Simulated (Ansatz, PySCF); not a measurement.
This PySCF input computes a PBE0/def2-TZVPD energy:

```python
from pyscf import gto, scf, dft

mol = gto.M(
    atom='''
    Si   -0.10722830    0.12742570   -0.30237286
    C     0.99737433   -1.36241481   -0.18287289
    F     0.63891984    1.37106686    0.40134439
    N    -1.64666638   -0.25735816    0.39192493
    H    -0.38492569    0.53148123   -1.69833761
    H     0.54431443   -2.21228140   -0.69523714
    H     1.96347019   -1.14983861   -0.64471016
    H     1.16809987   -1.63990025    0.85857080
    H    -1.99762268    0.32297339    1.15459735
    ''',
    basis='def2-tzvpd',
    charge=0,
    spin=1,
    verbose=4,
)

mf = dft.UKS(mol, xc='pbe0').density_fit(auxbasis='def2-universal-jkfit')
mf.grids.level = 3
mf.conv_tol = 1e-9
mf.max_cycle = 100
mf.max_memory = 1500
mf.kernel()
if not mf.converged:
    mf = mf.newton()
    mf.kernel(mf.make_rdm1())
for _ in range(2):
    mo, _, stable, _ = mf.stability(return_status=True)
    if stable:
        break
    mf.kernel(mf.make_rdm1(mo, mf.mo_occ))
mf.analyze()
```

**Question.** Write an input for the same energy in Ansatz (a first-principles code) and say what it gives.

**Answer.** 
Ansatz 0.2 input:
```yaml
crystal:
  periodic: [false, false, false]
  atoms:
    - {symbol: Si, position_ang: [-0.10722830, 0.12742570, -0.30237286]}
    - {symbol: C, position_ang: [0.99737433, -1.36241481, -0.18287289]}
    - {symbol: F, position_ang: [0.63891984, 1.37106686, 0.40134439]}
    - {symbol: N, position_ang: [-1.64666638, -0.25735816, 0.39192493]}
    - {symbol: H, position_ang: [-0.38492569, 0.53148123, -1.69833761]}
    - {symbol: H, position_ang: [0.54431443, -2.21228140, -0.69523714]}
    - {symbol: H, position_ang: [1.96347019, -1.14983861, -0.64471016]}
    - {symbol: H, position_ang: [1.16809987, -1.63990025, 0.85857080]}
    - {symbol: H, position_ang: [-1.99762268, 0.32297339, 1.15459735]}
basis:
  gaussian:
    orbitals: def2-TZVPD
hamiltonian:
  xc: {name: PBE0}
magnetization: {spin_polarized: true, initial_magnetization: 1}
output: {forces: true}
```
It gives -484.99713 Eh, and PySCF -484.99719 Eh, a difference of 0.06 mEh, from the treatment of integrals and grids.

It need not be the lowest isomer of its formula.
